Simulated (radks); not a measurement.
Fractional charge and spin in the 5s shell of terbium: the spin-up occupation runs from 0 to 1 and the spin-down occupation from 0 to 1; the fullest corner is Tb2+, [Kr] 4d10 4f(up 4.5, down 4.5) 5p6 5s(up 1, down 1). Method: scalar-relativistic Kohn-Sham, r2SCAN, spin-polarised, spherical densities, finite nucleus; meta-GGA in the generalised Kohn-Sham scheme; Fermi nuclear charge, rms radius of each element as measured or else 0.836 A^(1/3) + 0.57 fm; computed with a radial shooting solver on a logarithmic mesh with Libxc functionals. Energy (eV) above the fullest corner. The planes named below are the two flat planes that join the four corners, with an edge along up + down = one added electron.

down \ up,0,0.25,0.5,0.75,1
0,153.978,131.465,109.838,89.093,69.226
0.25,131.465,109.960,89.330,69.569,50.673
0.5,109.838,89.330,69.684,50.895,32.957
0.75,89.093,69.569,50.895,33.064,16.069
1,69.226,50.673,32.957,16.069,0.000

Corners above the fullest one (they belong to Tb3+ and the next ion): (up 1, down 0) 69.226 eV, (up 0, down 1) 69.226 eV, (up 0, down 0) 153.98 eV. With half an added electron in each spin the energy lies 0.458 eV from the planes, and with half an added electron in spin up alone -1.764 eV. The planes are only a guide here: the flat-plane condition holds for ground states with one frontier orbital, while this shell lies below other occupied shells, so the corners above the fullest one are inner-hole states and not the ground states of those ions.
